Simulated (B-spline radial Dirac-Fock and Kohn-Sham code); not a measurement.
X-ray lines that fill the M4 vacancy in Ir⁷⁺

System: Ir⁷⁺ in the configuration [Xe] 4f14 5d2.

Input of the calculation (task.json; shells as n, l, electrons):

```json
{"items": [{
  "Z": 77,
  "q": 7,
  "cfg": [[1, 0, 2], [2, 0, 2], [2, 1, 6], [3, 0, 2], [3, 1, 6], [3, 2, 10], [4, 0, 2], [4, 1, 6], [4, 2, 10], [4, 3, 14], [5, 0, 2], [5, 1, 6], [5, 2, 2]],
  "A": 193,
  "rrms": 5.4032,
  "do": ["binding", "quiet", "decay"],
  "holes": ["K", "L1", "L2", "L3", "M1", "M2", "M3", "M4", "M5", "N1", "N2", "N3", "N4", "N5", "N6", "N7"]
}]}
```

Command: `python xray_run.py task.json out`

Level of theory: a relativistic independent-particle model: LDA orbitals of the hole state, radiative multipoles to third order, Auger rates from the Coulomb interaction with a continuum orbital, Dirac-Fock energies; an atomic code on a B-spline grid.

| line | multipole | energy (eV) | rate (s⁻¹) | share (%) |
| --- | --- | --- | --- | --- |
| Mζ2 | E1 | 1533.7 | 3.29e+12 | 4.16 |
| M4-N3 | E1 | 1618.3 | 3.71e+11 | 0.470 |
| Mβ | E1 | 2056.7 | 7.47e+13 | 94.5 |
| M4-O2 | E1 | 2063.8 | 6.08e+11 | 0.769 |
| M4-O3 | E1 | 2078.9 | 6.94e+10 | 0.0878 |

The listed lines hold 100.0 % of the radiative rate. The radiative width is 0.0520 eV in the length form and 0.0525 eV in the velocity form; the two differ because the transition energies are not eigenvalue differences of the potential that gave the orbitals.
